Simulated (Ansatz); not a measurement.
Species: C$_{2}$H$_{2}$F$_{3}$ (charge -1, singlet). It need not be the lowest isomer of its formula. Whether it binds its extra electron was not tested at this geometry. 
Structure (B3LYP-D3(BJ)/def2-TZVP (Ansatz, a first-principles code) minimum search):
```
C
F 1 1.3827
F 1 1.3827 2 106.37
C 1 1.4037 2 115.38 3 129.34
H 4 1.0873 1 113.45 2 51.38
H 4 1.0873 5 114.19 1 -132.11
F 1 1.5122 2 98.51 3 -101.53
```
Charge -1, spin multiplicity 1.

Basis-set convergence of Hartree-Fock and MP2 correlation energies (hartree) with Ansatz. Correlated levels leave the core frozen unless marked. No spin-orbit coupling. Non-relativistic. This anion needs diffuse functions, which these sets lack.

```csv
basis,functions,E(HF),"E(corr, MP2)"
cc-pVDZ,80,-375.17933,-0.84061
cc-pVTZ,178,-375.30808,-1.10423
cc-pVQZ,335,-375.34091,-1.20103
cc-pV5Z,565,?,?
```

**Question.** Fill in the missing entries.

**Answer.** 
- cc-pV5Z, E(HF): -375.35082
- cc-pV5Z, E(corr, MP2): -1.24164
